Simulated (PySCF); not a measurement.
H2BrIn (SMILES [Br][InH2]), singlet, geometry from GFN2-xTB (such geometries of metal compounds can be far from the true shape) (core potentials on In). Base run: PySCF with HF/def2-SVP.

PySCF was given this input:
```python
from pyscf import gto, scf, solvent

mol = gto.M(
    atom='''
In   -0.51284494   -0.81904443    0.16059093
H     0.03682229   -1.92658753    1.34168865
H    -1.93351310   -1.10254259   -0.74776384
Br    0.77217408    1.23320877   -0.24179658
''',
    basis='def2-svp',
    ecp={'In': 'def2-svp'},
    verbose=4,
)

mf = scf.RHF(mol)
mf.kernel()
```

Each row names what was changed in the base input (with any setting that the change needs).

```json
[
 {"change": "base", "ΔE vs base (kJ/mol)": "0.00", "dipole (D)": "2.19", "HOMO-LUMO gap (eV)": "11.29"},
 {"change": "model = IEF-PCM; solvent = water", "ΔE vs base (kJ/mol)": "-29.8", "dipole (D)": "2.87", "HOMO-LUMO gap (eV)": "12.00"},
 {"change": "model = SS(V)PE; solvent = tetrahydrofuran", "ΔE vs base (kJ/mol)": "-24.17", "dipole (D)": "2.75", "HOMO-LUMO gap (eV)": "11.87"},
 {"change": "model = IEF-PCM; solvent = tetrahydrofuran; r_probe = 0.5", "ΔE vs base (kJ/mol)": "(withheld)", "dipole (D)": "(withheld)", "HOMO-LUMO gap (eV)": "(withheld)"},
 {"change": "model = C-PCM; solvent = tetrahydrofuran", "ΔE vs base (kJ/mol)": "-25.81", "dipole (D)": "2.77", "HOMO-LUMO gap (eV)": "11.91"},
 {"change": "model = IEF-PCM; solvent = 2-propanol", "ΔE vs base (kJ/mol)": "-27.9", "dipole (D)": "2.83", "HOMO-LUMO gap (eV)": "11.96"},
 {"change": "model = IEF-PCM; solvent = tetrahydrofuran", "ΔE vs base (kJ/mol)": "-24.22", "dipole (D)": "2.75", "HOMO-LUMO gap (eV)": "11.87"},
 {"change": "model = IEF-PCM; solvent = tetrahydrofuran; lebedev_order = 11", "ΔE vs base (kJ/mol)": "-23.86", "dipole (D)": "2.76", "HOMO-LUMO gap (eV)": "11.85"},
 {"change": "model = IEF-PCM; solvent = tetrahydrofuran; lebedev_order = 41", "ΔE vs base (kJ/mol)": "-24.28", "dipole (D)": "2.75", "HOMO-LUMO gap (eV)": "11.87"},
 {"change": "model = IEF-PCM; solvent = tetrahydrofuran; vdw_scale = 1.0", "ΔE vs base (kJ/mol)": "(withheld)", "dipole (D)": "(withheld)", "HOMO-LUMO gap (eV)": "(withheld)"},
 {"change": "model = IEF-PCM; solvent = dimethylsulfoxide", "ΔE vs base (kJ/mol)": "-29.4", "dipole (D)": "2.86", "HOMO-LUMO gap (eV)": "11.99"},
 {"change": "model = ddCOSMO; solvent = tetrahydrofuran", "ΔE vs base (kJ/mol)": "(withheld)", "dipole (D)": "(withheld)", "HOMO-LUMO gap (eV)": "(withheld)"}
]
```

Problem. Some entries are withheld; supply them.

Solution. 
- model = IEF-PCM; solvent = tetrahydrofuran; r_probe = 0.5, ΔE vs base (kJ/mol): -10.17
- model = IEF-PCM; solvent = tetrahydrofuran; r_probe = 0.5, dipole (D): 2.53
- model = IEF-PCM; solvent = tetrahydrofuran; r_probe = 0.5, HOMO-LUMO gap (eV): 11.61
- model = IEF-PCM; solvent = tetrahydrofuran; vdw_scale = 1.0, ΔE vs base (kJ/mol): -54.5
- model = IEF-PCM; solvent = tetrahydrofuran; vdw_scale = 1.0, dipole (D): 3.02
- model = IEF-PCM; solvent = tetrahydrofuran; vdw_scale = 1.0, HOMO-LUMO gap (eV): 12.16
- model = ddCOSMO; solvent = tetrahydrofuran, ΔE vs base (kJ/mol): -20.60
- model = ddCOSMO; solvent = tetrahydrofuran, dipole (D): 2.70
- model = ddCOSMO; solvent = tetrahydrofuran, HOMO-LUMO gap (eV): 11.82

The base is the gas phase, so ΔE is the electrostatic part of solvation at a fixed geometry, without cavity and dispersion terms.
